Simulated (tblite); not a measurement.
Distances in Å between the heavy atoms of a computed structure (GFN2-xTB; lower triangle, same order across):
```
O1    0.00
C2    1.26  0.00
O3    2.29  1.38  0.00
C4    2.40  1.64  2.41  0.00
F5    2.88  2.44  3.55  1.34  0.00
F6    3.52  2.44  2.66  1.34  2.16  0.00
C7    2.87  2.60  3.08  1.55  2.36  2.38  0.00
F8    2.82  3.10  3.89  2.37  2.63  3.50  1.32  0.00
F9    4.17  3.76  4.11  2.37  2.91  2.64  1.33  2.15  0.00
F10   3.03  2.79  2.72  2.39  3.51  2.96  1.33  2.15  2.15  0.00
```

Hydrogens: 1 on C2, 1 on O3.

Doublet state.

Task: Read off the bonds between heavy atoms and their formal orders.

Result: O1–C2 (single); C2–O3 (single); C2–C4 (single); C4–F5 (single); C4–F6 (single); C4–C7 (single); C7–F8 (single); C7–F9 (single); C7–F10 (single).

Task: Write the SMILES.

Result: `[O]C(O)C(F)(F)C(F)(F)F`, C3H2F5O2. The mark at the stereocentre is left out: distances alone don't tell a structure from its mirror image.

Task: Classify the heavy atoms.

Result: O1: oxygen bonded to C; C2: carbon bonded to C, 2 O and H; O3: oxygen bonded to C and H; C4: carbon bonded to 2 C and 2 F; F5: fluorine bonded to C; F6: fluorine bonded to C; C7: carbon bonded to C and 3 F; F8/F9/F10: fluorine bonded to C.

The values belong to the conformer `[O:1][C@@H:2]([OH:3])[C:4]([F:5])([F:6])[C:7]([F:8])([F:9])[F:10]`: O1–C2–C4–F5 67°, C2–C4–C7–F8 77°, H–O3–C2–O1 6°.
